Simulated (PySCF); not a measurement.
Compound: C6H8F2S (charge +1 and doublet state).
Structure used (GFN2-xTB), in Å, numbered top down from 1:
```xyz
17
C6H8F2S angstrom
C     -1.0877    2.7535   -0.2138
C     -0.7467    1.4312   -0.2821
C     -1.4447    0.5124   -1.2162
C      0.2982    0.9649    0.5701
C      0.8057   -0.3013    0.6748
S      0.3066   -1.6786   -0.2075
C      1.4913   -2.9245    0.5424
F      2.7342   -2.5038    0.3249
F      1.2848   -2.9603    1.8557
H     -1.8686    3.1624   -0.8339
H     -0.5941    3.4377    0.4574
H     -1.9212   -0.3046   -0.6712
H     -0.7385    0.0642   -1.9176
H     -2.2068    1.0388   -1.7839
H      0.7502    1.7061    1.2185
H      1.6065   -0.4752    1.3825
H      1.3239   -3.9108    0.0900
```

The hyperfine couplings belong to this conformer and change with its torsions.

Identity: `C=C(C)/C=C\[S+]C(F)F` [radical] (charge +1).

Method used: UKS B3LYP, pcH-1 on C F H S, non-relativistic, mean-field spin-orbit, GIAO (PySCF). Geometry: GFN2-xTB, one conformer, isolated ion. The geometry wasn't refined by DFT: couplings that depend on bond lengths, twists or pyramidal angles can differ widely from those at the functional's own minimum, by a factor of two or more for some ions and for spin on atoms past the first row. No stability test was run, so a lower SCF solution isn't excluded.

Principal values of hyperfine tensors in MHz (contact, dipolar and spin–orbit terms together), for some of the nuclei:

```
atom  isotope      A1      A2      A3
  C1      13C   -1.81   -1.64  108.96
 H10       1H  -47.79  -32.32  -11.16
 H11       1H  -45.73  -31.84  -10.99
  C2      13C  -21.96  -19.96  -15.94
 H15       1H  -17.98  -16.28   -4.58
  S6      33S  -20.59  -17.46   75.96
 H16       1H  -16.91  -13.64   -1.58
  C4      13C   -6.70   -3.81   40.82
```

(1) Split each tensor into its isotropic and traceless parts, and turn a_iso into mT with g = 2.0059.

(2) What spin density at the nucleus of H16 lies behind its contact coupling (g_N = 5.58569)?

(3) H13 (1H, g_N = 5.58569) isn't in the table. Its spin density at the nucleus is 0.0022 bohr⁻³. What is its contact coupling?

(4) Name the largest traceless tensor T of the table and describe it.

(5) In a single crystal, with the field along each principal axis of the tensor of C1 in turn, what first-order splitting does this nucleus give (isotropic g, quadrupole terms neglected)?

Answers

(1) a_iso is a third of the trace, T = A − a_iso, and a(mT) = a(MHz)/(g × 13.996). The tensors hold a spin–orbit part: the run splits a_iso into a_FC + a_SO, and T includes its anisotropic share.

```csv
atom,a_iso (MHz),a_FC,a_SO,a_iso (mT),T1,T2,T3
C1,35.17,35.23,-0.06,1.253,-36.98,-36.81,73.79
H10,-30.43,-30.43,0.00,-1.084,-17.37,-1.90,19.26
H11,-29.52,-29.53,0.01,-1.052,-16.21,-2.32,18.53
C2,-19.29,-19.28,-0.01,-0.687,-2.67,-0.67,3.34
H15,-12.95,-12.94,0.00,-0.461,-5.04,-3.33,8.37
S6,12.64,12.80,-0.16,0.450,-33.22,-30.10,63.32
H16,-10.71,-10.77,0.07,-0.381,-6.20,-2.93,9.13
C4,10.10,10.21,-0.11,0.360,-16.81,-13.91,30.72
```

(2) a_FC = (2μ0/3) gₑ μB g_N μN ρ(0)/(2S·h) = 800.24 MHz × g_N × ρ(0)/(2S), with ρ in bohr⁻³. With a_FC = -10.77 MHz and 2S = 1, ρ(0) = -0.00241 bohr⁻³. In magnitude that is 0.8 % of the 1/π = 0.318 of a free hydrogen atom.

(3) By the same relation, a_FC = 9.83 MHz. Its full tensor has the principal values 7.31, 10.65, 11.56 MHz.

(4) C1: -37.0, -36.8, 73.8 MHz, axial, in the ratio −1:−1:+2, the form that spin in one p orbital centred on that nucleus gives.

(5) 2 lines (I = 1/2), spaced by |A_i|/(g × 13.996): 0.06, 0.06, 3.88 mT along the axes of A1, A2 and A3.

The SMILES draws the unpaired electron on S6; the largest computed Mulliken spin population is on C1 (0.47 against 0.31).
